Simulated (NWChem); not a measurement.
# AgF; SMILES [F][Ag]

Program: NWChem. The geometry was optimised at PBE0-D3(BJ)/def2-TZVP. def2 effective core potentials on Ag; no spin-orbit coupling. Static field.

Q: Order these by “isotropic polarisability (bohr³)”, lowest first: Hartree-Fock/def2-SVP; Hartree-Fock/def2-TZVP; Hartree-Fock/def2-TZVPD; Hartree-Fock/def2-SVPD.

A: Hartree-Fock/def2-SVP (13.1), Hartree-Fock/def2-TZVP (14.4), Hartree-Fock/def2-SVPD (15.8), Hartree-Fock/def2-TZVPD (16.4)
